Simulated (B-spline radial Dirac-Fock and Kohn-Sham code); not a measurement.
**Kohn-Sham estimates against Dirac-Fock for the levels of Sr²⁴⁺**

System: the Sr²⁴⁺ ion, [Ne] 3s2 3p2.

The density-functional columns are spherical, spin-unpolarised Dirac-Kohn-Sham results without Breit or QED terms: −ε is minus the orbital energy of the initial state and ΔSCF the difference of two total energies. The reference in the last column comes from ΔSCF Dirac-Fock with Breit, self-energy and vacuum polarisation, finite nucleus, configuration average. All numbers are from an atomic code on a B-spline grid, in eV; a selection of levels is shown. For the 1s level of heavy atoms much of the gap between ΔSCF and the reference is the Breit and QED part, -39.5 eV here; for other levels the error of the functional can be larger.

```
     level   LDA −ε  LDA ΔSCF  Dirac-Fock
    K (1s)  17014.6   17286.0     17250.7
   L1 (2s)   3218.7    3283.7      3314.9
L2 (2p1/2)   3037.8    3113.9      3109.3
L3 (2p3/2)   2967.8    3041.9      3040.1
   M1 (3s)   1200.1    1226.8      1224.3
 M2,3 (3p)   1127.5    1155.0      1152.9
```

Values without a named source are computed, but for edge energies of neutral atoms, which are taken from tables.
